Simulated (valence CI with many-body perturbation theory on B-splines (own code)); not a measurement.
The numbers below are computed, except where a source is named.
**Sensitivity of CI+MBPT for Te21+**

Method: valence CI with perturbative core correlation (CI+MBPT): three valence electrons over a frozen Dirac-Fock core [Ar] 3d10, a basis of 6 s, 6 p, 5 d, 3 f, 1 g functions for each j, with the one-electron correlation potential Σ1, the two-electron term Σ2, the three-electron term Σ3, Breit, model QED; selected CI, second order for the rest, scaled by the run's own slope (own B-spline code, finite nucleus).

No measured spectrum was set against this ion. As an estimate, levels hold to about 250 cm⁻¹ or 0.2 % of their energy and the worst to 1 %, as in measured heavy ions of charge 2 to 7; those with d or f electrons hold less well.

The reference run has the lowest level (4s^2 4p1/2) J=1/2 and an ionisation energy of 634.257 eV. Its largest variational space holds 3036 state functions.

Levels are named by their leading jj configuration (3d3/2^4 stands for four electrons in 3d with j = 3/2), which in mixed levels can hold well under half, so a name can repeat and another be missing. Letters in brackets count levels of one name in rising energy.

Changed runs:
A. screening of Σ1 on → off; highest l in the core sums 6 → 5
B. averaging of valence orbitals over low configurations on → off
C. scale of Σ1 1 → 0; scale of Σ2 1 → 0; three-electron term on → off
D. start configuration 4s2 4p1 → 4s2 5p1 (bad on purpose)

Excitation energies of the reference run in cm⁻¹, and shifts in cm⁻¹:

| Level | Reference | A | B | C |
| --- | --- | --- | --- | --- |
| (4s^2 4p3/2) J=3/2 | 111801 | +78 | +1.4 | -1134 |
| (4s 4p1/2^2) J=1/2 | 363450 | +99 | +4.1 | -2687 |
| (4s 4p1/2 4p3/2) J=3/2 [a] | 434488 | +162 | +7.3 | -4512 |
| (4s 4p1/2 4p3/2) J=5/2 | 465709 | +168 | +5.5 | -3735 |
| (4s 4p1/2 4p3/2) J=3/2 [b] | 520414 | +163 | +2.3 | -1112 |
| (4s 4p1/2 4p3/2) J=1/2 | 553052 | +156 | -1.9 | +4177 |
| (4s 4p3/2^2) J=5/2 | 575128 | +224 | +5.1 | -3830 |
| (4s 4p3/2^2) J=1/2 | 664735 | +232 | -2.1 | +1243 |
| (4s 4p3/2^2) J=3/2 | 672621 | +227 | -0.3 | +4173 |
| (4s^2 4d3/2) J=3/2 | 795182 | +45 | +1.8 | +4349 |
| (4s^2 4d5/2) J=5/2 | 814913 | +58 | +2.4 | +3903 |
| (4p1/2^2 4p3/2) J=3/2 | 911866 | +243 | +2.9 | +1052 |
| Ionisation energy (eV) | 634.257 | +0.098 | +0.0007 | -1.226 |

Run D: It gave no result: the start configuration must fill the lowest shells above the core. The program said: "5p is not the lowest shell of its kind above the core".
